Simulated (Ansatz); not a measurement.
System: CH13NSi4, net charge 0, singlet state. 
Coordinates optimised at B3LYP-D3(BJ)/def2-TZVP (Ansatz, a quantum-chemistry and plane-wave program):
```xyz
19

C     -1.1084    -0.1146     2.1778
Si    -0.4275    -0.1198     0.4229
Si    -0.4267     2.0694    -0.4291
Si    -1.8277    -1.4336    -0.9355
N      1.1890    -0.7758     0.3935
Si     2.6384    -0.1223    -0.2833
H     -0.4885     0.5037     2.8300
H     -2.1280     0.2764     2.1991
H     -1.1300    -1.1263     2.5901
H      0.1640     2.1303    -1.7882
H      0.2956     3.0226     0.4493
H     -1.8441     2.5057    -0.5192
H     -1.4074    -1.3564    -2.3573
H     -1.7535    -2.8595    -0.5155
H     -3.2473    -1.0049    -0.8445
H      1.2596    -1.7372     0.7032
H      2.8511    -0.4852    -1.7076
H      3.8058    -0.6154     0.4860
H      2.5583     1.3528    -0.1971
```
Charge 0, spin multiplicity 1.

Property: vertical triplet-singlet gap (E(triplet) - E(singlet); each state is the SCF solution reached for its spin; for the triplet the Hartree-Fock reference is unstable and T1 is 0.029), in kcal/mol. Valence correlation only, unless marked. UHF or UKS for open shells. Spin-orbit coupling is left out. No relativistic terms. 

```csv
level,program,vertical triplet-singlet gap (kcal/mol)
HF/aug-cc-pV(T+d)Z,Ansatz,119.5
SVWN5/def2-TZVPD,Ansatz,101.5
PBE/def2-TZVPD,Ansatz,101.5
r2SCAN/def2-TZVPD,Ansatz,106.8
B3LYP/def2-TZVPD,Ansatz,112.5
PBE0/def2-TZVPD,Ansatz,111.8
BHLYP/def2-TZVPD,Ansatz,123.1
CAM-B3LYP/def2-TZVPD,Ansatz,121.0
wB97M-V/def2-TZVPD,Ansatz,122.1
wB97X-V/def2-TZVPD,Ansatz,125.0
B2PLYP/def2-TZVPD,Ansatz,118.2
RI-MP2/aug-cc-pV(T+d)Z,Ansatz,139.2
CCSD/aug-cc-pV(D+d)Z,Ansatz,123.6
CCSD(T)/aug-cc-pV(D+d)Z,Ansatz,119.4
```
